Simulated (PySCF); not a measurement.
Stepwise substitution at one centre (Sn Br-C2H5). Gas-phase values, no solvent. One relaxed conformer stands for each flexible species; it need not be the lowest. Strings in code marks are SMILES.

Method: PySCF with B3LYP-D3(BJ)/def2-TZVP // B3LYP-D3(BJ)/def2-SVP. All candidates: neutral, multiplicity 1. B3LYP has the VWN-RPA correlation part, as in Gaussian. Excitations are Tamm–Dancoff values on a coarser integration grid. The basis has no diffuse functions, so Rydberg states are missing or too high.

```json
{
 "HOMO": "-7.47 eV",
 "S1 excitation (TDA)": "5.10 eV",
 "HOMO–LUMO gap": "5.81 eV"
}
```

Q: Which member has these values?
A) `C[CH2][Sn]([CH2]C)([CH2]C)[CH2]C`
B) `[Br][Sn]([Br])([Br])[Br]`
C) `C[CH2][Sn]([Br])([Br])[CH2]C` (C–C–Sn–Br torsion 165°, Br–Sn–C–C torsion -58°)

A: C, `C[CH2][Sn]([Br])([Br])[CH2]C` (C–C–Sn–Br torsion 165°, Br–Sn–C–C torsion -58°). The others give `C[CH2][Sn]([CH2]C)([CH2]C)[CH2]C`: -6.77 eV, 6.25 eV, 7.02 eV; `[Br][Sn]([Br])([Br])[Br]`: -8.64 eV, 3.61 eV, 4.55 eV
